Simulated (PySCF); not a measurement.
C₆H₉FOSi.
Structure used (PBE0-D3(BJ)/def2-SVP), in Å, numbered top down from 1:
```
atom  x, y, z in Å
C1    -1.9136   -2.8334    0.1864
C2    -1.4073   -1.8815   -0.6057
Si3   -0.8842   -0.2257    0.0430
C4     0.9155    0.0311   -0.2496
C5     2.1024    0.2139   -0.4575
C6     3.5233    0.4137   -0.7099
F7     3.9431    1.6572   -0.3205
O8    -1.7203    0.9509   -0.7771
C9    -1.4779    2.3263   -0.6595
H10   -2.2095   -3.8160   -0.1976
H11   -2.0564   -2.6738    1.2615
H12   -1.2867   -2.0918   -1.6760
H13   -1.1381   -0.1480    1.5128
H14    4.1064   -0.3475   -0.1621
H15    3.7309    0.2894   -1.7874
H16   -1.7417    2.7055    0.3448
H17   -0.4193    2.5774   -0.8539
H18   -2.0981    2.8577   -1.3970
```

Level: B3LYP/def2-SVPD in PySCF, non-relativistic, on one gas-phase PBE0-D3(BJ)/def2-SVP geometry that isn't relaxed in the solvent. The solvent is an IEF-PCM continuum (Bondi radii, 1.10 Å for H, scaled by 1.2), and excitations are vertical TDDFT with non-equilibrium linear response and a frozen core. Only the electrostatic response of the medium enters.

Gas-phase singlets (H = HOMO, L = LUMO):

```
state  E (eV)  λ (nm)      f                 leading configurations
   S1   5.306     234  0.001                                H→L 77%
   S2   5.745     216  0.041         H-1→L 60%, H→L+1 15%, H-3→L 9%
   S3   5.888     211  0.012         H-2→L 70%, H-3→L 15%, H→L+1 9%
   S4   6.235     199  0.008  H-1→L+1 32%, H-3→L+1 21%, H-1→L+2 15%
   S5   6.384     194  0.032       H-4→L 36%, H-3→L 14%, H-1→L+1 8%
```

Question: Give the list for acetone (ε = 20.49), n² = 1.85.

Answer: 
```json
{"state": "S1", "E (eV)": "5.332", "λ (nm)": "233", "f": "0.001", "leading configurations": "H→L 68%, H-1→L 17%", "change by rank (eV)": "+0.026"}
{"state": "S2", "E (eV)": "5.775", "λ (nm)": "215", "f": "0.071", "leading configurations": "H-1→L 47%, H→L+1 16%, H-3→L 13%", "change by rank (eV)": "+0.030"}
{"state": "S3", "E (eV)": "5.944", "λ (nm)": "209", "f": "0.013", "leading configurations": "H-2→L 76%, H-3→L 14%", "change by rank (eV)": "+0.056"}
{"state": "S4", "E (eV)": "6.272", "λ (nm)": "198", "f": "0.032", "leading configurations": "H-3→L+1 25%, H-1→L+1 22%, H→L+1 18%", "change by rank (eV)": "+0.037"}
{"state": "S5", "E (eV)": "6.342", "λ (nm)": "195", "f": "0.136", "leading configurations": "H-3→L 41%, H-1→L 17%, H-1→L+1 14%", "change by rank (eV)": "-0.042"}
```

Question: The ground-state energy changes by -0.226 eV from gas to acetone. By how much does the total energy of gas-phase S3 change?

Answer: E(S3) = E(S0) + excitation energy, so it changes by -0.226 + 0.056 = -0.170 eV: it is lowered less than the ground state, which is what a blue shift means. This is the vertical state, with the slow part of the continuum still set for S0.

Question: How do the frontier levels move from gas to acetone?

Answer: 
```csv
orbital,gas (eV),solvent (eV),change (eV)
LUMO+2,-0.18,-0.13,+0.05
LUMO+1,-0.40,-0.37,+0.03
LUMO,-1.25,-1.21,+0.04
HOMO,-7.80,-7.80,0.00
HOMO-1,-7.89,-7.88,+0.01
HOMO-2,-7.99,-8.01,-0.02
HOMO-3,-8.32,-8.32,0.00
```

The HOMO–LUMO gap goes from 6.55 to 6.59 eV. Rows go by rank; for HOMO-2, HOMO-1 and HOMO the atom shares or the degeneracy differ between the runs, so the row needn't follow one orbital.
